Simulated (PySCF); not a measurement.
**Excitation energy of Be by level of theory**

Be [He] 2s2 (1S) → Be [He] 2s1 2p1, s spin flipped, as a difference of total energies. Calculation: PySCF 2.14, in aug-cc-pVQZ-DK; the spin-free X2C one-electron Hamiltonian (Gaussian nucleus). Correlated levels: valence: 1s2 frozen. The calculations carry no spin-orbit coupling.

| method | excitation energy (eV) |
| --- | --- |
| UHF | 3.478 |
| LDA | 3.293 |
| PBE | 3.209 |
| PBE0 | 3.335 |
| r2SCAN | 3.107 |
| M06 | 3.439 |
| BP86 | 3.160 |
| BLYP | 3.158 |
| HSE06 | 3.322 |
| MP2 (valence) | 3.638 |
| SCS-MP2 (valence) | 3.670 |

How much does correlation contribute at MP2 (valence)?

3.638 − (3.478) = 0.160 eV, measured against UHF.

The upper determinant mixes two multiplicities, so it lies between the two terms.
